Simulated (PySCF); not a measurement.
# Energy profile

The step: SnH₄O ([OH][SnH3]) + HBr → SnH₃Br ([Br][SnH3]) + H₂O; bonds formed: Sn1–Br7, O2–H6; bonds broken: Sn1–O2, H6–Br7 (atoms numbered as in the saddle structure below).

```
8
angstrom
Sn -0.5790 0.7354 -0.5058
O -0.2469 -0.7560 0.8674
H -0.7669 -0.1217 -1.9445
H -2.0318 1.3773 0.1155
H 0.7150 1.8183 -0.3848
H 0.8494 -1.1724 0.4660
Br 2.2448 -1.3979 -0.4028
H -0.1846 -0.4831 1.7889
```

Electronic energies by CCSD(T) at an estimated basis limit (MP2 extrapolated from triple and quadruple zeta, plus CCSD(T) − MP2 in triple zeta), on PBE0-D4/def2-TZVP structures; SnH₅BrO, closed shell; no counterpoise correction. PySCF 2.14 with density fitting (its default auxiliary sets; JK sets also for MP2 and CCSD(T)); basis: def2-TZVPP and def2-QZVPP; cores frozen in the correlated methods. Filled d shells of the heavier atoms are correlated. Core potentials replace the inner electrons of the atoms past krypton. The def2 sets are not built for correlating such inner shells, so the correlated values are less sure here. Extrapolation: Hartree–Fock as exp(−7.88 √X), correlation as X^−2.97.

(1) Give the profile in kJ/mol, counted from the separated reactants. (An estimate is asked for; the value comes from the calculation.)

T1 diagnostic: at most 0.014.

## Answers

(1) Computed:
| point | kJ/mol |
| --- | --- |
| separated: SnH₄O (linked as [OH][SnH3]; Sn1, O2, H3, H4, H5, H8; singlet) + HBr (H6, Br7; singlet) | 0.0 |
| start structure | -28.2 |
| saddle | -20.4 |
| end structure | -114.6 |
| separated: SnH₃Br (linked as [Br][SnH3]; Sn1, H3, H4, H5, Br7; singlet) + H₂O (O2, H6, H8; singlet) | -95.2 |
The saddle lies below the separated reactants: the barrier is submerged.

For scale, one of the runs: CCSD(T)/def2-TZVPP, 199 basis functions, launched by `OMP_NUM_THREADS=4 python run.py`. The run took 24 min on 4 CPU threads of an Intel Xeon (shared host), with 3.8 GiB of host memory at its peak.
